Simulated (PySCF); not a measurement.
CH2ClFO2Si, SMILES O=CO[Si@@H](F)Cl.

Coordinates come from a PBE-D3(BJ)/def2-SVP optimisation. The structure was generated by enumeration; whether it is a known compound was not checked. The values are those of a single conformer.

Calculation: PBE-D3(BJ)/def2-SVP in PySCF.

Frequencies are harmonic and unscaled.

| mode | ν (cm⁻¹) | IR (km/mol) | moving atoms (share of kinetic energy) |
|---|---|---|---|
| 1 | 64 | 0.5 | O 56 %, F 22 %, Cl 20 % |
| 2 | 104 | 0.5 | O 61 %, Cl 15 %, F 13 % |
| 3 | 139 | 3.3 | C 30 %, H 25 %, O 15 %, F 13 %, Cl 12 % |
| 4 | 226 | 10.0 | F 48 %, Cl 19 %, O 16 %, Si 12 % |
| 5 | 293 | 25.6 | O 30 %, Si 26 %, Cl 21 %, F 11 % |
| 6 | 324 | 28.5 | O 43 %, F 24 %, Si 19 %, H 9 % |
| 7 | 553 | 57.0 | Si 43 %, Cl 40 % |
| 8 | 702 | 19.0 | O 58 %, H 26 %, Si 10 % |
| 9 | 742 | 54.1 | O 36 %, Si 30 %, C 27 % |
| 10 | 803 | 54.9 | H 84 %, F 11 % |
| 11 | 815 | 219.1 | H 68 %, O 14 %, Si 12 % |
| 12 | 923 | 184.3 | Si 47 %, F 44 % |
| 13 | 992 | 0.4 | H 57 %, C 37 % |
| 14 | 1144 | 462.8 | O 49 %, C 46 % |
| 15 | 1340 | 0.8 | H 89 % |
| 16 | 1798 | 248.6 | C 57 %, O 40 % |
| 17 | 2283 | 73.9 | H 97 % |
| 18 | 2963 | 62.9 | H 91 %, C 8 % |
